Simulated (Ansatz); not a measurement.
Isolated molecules relaxed with PBE0-D4/def2-TZVP in Ansatz; ΔE leaves out vibrations. CCSD(T)/CBS adds triple-zeta CCSD(T) − MP2 to the extrapolated MP2 energy (def2 sets, frozen cores). This one scheme is used for every species. Each species was taken in one conformer, which may not be the lowest.

Reaction (hydrogenolysis of a C–C bond): `O[B-]1(O)OC=CC=[O+]1` + H₂ → `C=COB(O)O` + `C=O`

```csv
level,ΔE (eV)
HF/def2-QZVPP,-0.51
SCS-MP2/def2-QZVPP,-0.11
```

(1) What does CCSD(T)/CBS give? (An estimate is asked.)

Largest T1 diagnostic among the species: 0.017.

Results:

(1) Ansatz gave: -0.03 eV. The listed levels differ from it by -0.48, -0.08 eV.

The D4 term adds +0.17 eV with B3LYP and +0.09 eV with PBE0; it sums over pairs of atoms, weighted by their polarisabilities, and B3LYP, whose exchange is more repulsive, gets the larger term. From PBE to PBE0 (25 % exact exchange), in def2-TZVPP and without D4, ΔE moves by −0.07 eV.

B3LYP here is the variant with VWN-RPA as its local correlation; programs differ in this.
